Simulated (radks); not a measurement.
Polarisabilities and homonuclear dispersion coefficients (atomic units). Level of theory: scalar-relativistic Kohn-Sham, LB94 model potential, spin-unpolarised, spherical densities, finite nucleus; Fermi nuclear charge, rms radius of each element as measured or else 0.836 A^(1/3) + 0.57 fm (a radial shooting solver on a logarithmic mesh with Libxc functionals). Response by self-consistent Sternheimer equations with the Hartree and adiabatic LDA kernel, the relativistic mass of each level held fixed and spin-orbit coupling left out. For heavy and open-shell atoms this level of theory can miss by tens of per cent. "Uncoupled" leaves out the induced potential. Quadrupole and octupole values are given only where no p, d or f shell is open.

species	configuration	alpha1 (bohr^3)	alpha1, uncoupled	alpha2 (bohr^5)	alpha3 (bohr^7)	C6	C8	recommended alpha1
Ni	[Ar] 3d8 4s2	34.67	61.99	-	-	243.7	-	49 +/- 3
Cu+	[Ar] 3d10	5.923	8.018	35.66	150.5	19.56	345.9	-
Zn2+	[Ar] 3d10	2.564	3.277	7.727	25.58	6.856	76.68	-
Ga3+	[Ar] 3d10	1.375	1.701	2.735	6.966	3.082	25.01	-
Ge4+	[Ar] 3d10	0.8372	1.013	1.228	2.477	1.608	10.19	-
As5+	[Ar] 3d10	0.5537	0.6604	0.6378	1.047	0.9261	4.792	-
Se6+	[Ar] 3d10	0.3882	0.4578	0.3654	0.4992	0.5724	2.490	-
Br7+	[Ar] 3d10	0.2840	0.3321	0.2246	0.2604	0.3729	1.393	-
Kr8+	[Ar] 3d10	0.2147	0.2493	0.1456	0.1454	0.2531	0.8246	-

Recommended values: Schwerdtfeger and Nagle, table of static dipole polarisabilities (2023 update), measured or computed.

Beside tabulated values, note that spin-unpolarised runs miss the spin-polarisation part of the exchange energy of open shells.
